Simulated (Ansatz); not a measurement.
A CCSD(T) single point on CH4F2O2Sn, SMILES `C[O][Sn]([OH])([F])[F]`.

```yaml
crystal:
  periodic: [false, false, false]
  atoms:
    - {symbol: C, position_ang: [0.583420, -1.777052, -0.101645]}
    - {symbol: O, position_ang: [-0.177559, -0.738171, -0.701841]}
    - {symbol: Sn, position_ang: [-0.294410, 0.994781, 0.114996]}
    - {symbol: O, position_ang: [-0.916273, 2.311134, -1.140913]}
    - {symbol: F, position_ang: [-1.453889, 1.016365, 1.623107]}
    - {symbol: F, position_ang: [1.414225, 1.436243, 0.819205]}
    - {symbol: H, position_ang: [0.621288, -2.596420, -0.821860]}
    - {symbol: H, position_ang: [1.607383, -1.463843, 0.123169]}
    - {symbol: H, position_ang: [0.112959, -2.142661, 0.816571]}
    - {symbol: H, position_ang: [-1.497144, 2.959633, -0.730780]}
basis:
  gaussian: {orbitals: def2-TZVPP}
correlation: {method: ccsd_t}
```

```sh
$ ansatz run in.yaml --threads 2 --pin off --events-out ev --progress --plain --max-ram 32768MiB --backend cuda --devices 0, --max-vram 18GiB
```

The program prints (abridged):

```
Functional definition: HF
1792 factors; integrals over basis functions are off by at most 9.6e-4 eV
mean field evaluation 1: about -16386.3025 eV, gradient 5.9e1 eV
mean field evaluation 2: about -16386.5671 eV, gradient 6.0e1 eV
mean field evaluation 4: about -16392.3606 eV, gradient 3.2e0 eV
mean field evaluation 8: about -16392.4214 eV, gradient 3.9e-1 eV
mean field -16392.42169576 eV, -602.4103861368 hartree, gradient 3.6e-6 eV, S^2 0.000000; 0 other end points of the search recorded, 0 dependent functions left out
9 core orbitals not correlated: weight in the atoms' cores, before any rotation towards them, 1.000 or more for the frozen orbitals, at most 0.000 for the correlated occupied ones
reference -16392.42169576 eV, -602.4103861368 hartree; 24, 24 occupied and 228, 228 virtual orbitals, 1792 factors
second order -40.06762886 eV of doubles, -0.00000000 eV of singles
cycle   1  -39.01484975 eV  change     1.1e0 eV  update   1.5e-1
cycle   2  -39.92539436 eV  change   -9.1e-1 eV  update   4.7e-2
cycle   3  -40.15017517 eV  change   -2.2e-1 eV  update   2.4e-2
cycle   4  -40.12653176 eV  change    2.4e-2 eV  update   6.2e-3
cycle   5  -40.11994981 eV  change    6.6e-3 eV  update   2.7e-3
cycle   6  -40.12239544 eV  change   -2.4e-3 eV  update   1.1e-3
cycle   7  -40.12223448 eV  change    1.6e-4 eV  update   4.1e-4
cycle   8  -40.12193945 eV  change    3.0e-4 eV  update   1.6e-4
cycle   9  -40.12201881 eV  change   -7.9e-5 eV  update   6.9e-5
cycle  10  -40.12206206 eV  change   -4.3e-5 eV  update   2.4e-5
perturbative correction -1.34915999 eV, -0.0495807152 hartree
Total energy: -16433.89291781 eV, -603.9344254368 hartree
```

Run time 15 s (2 threads of an AMD EPYC 7R13 on a shared host and a share of an NVIDIA H100 80 GB); peak host memory 0.84 GiB.

MP2 recovers 96.6 % of the CCSD(T) correlation energy and the triples give 3.3 %; T1 = 0.0146.
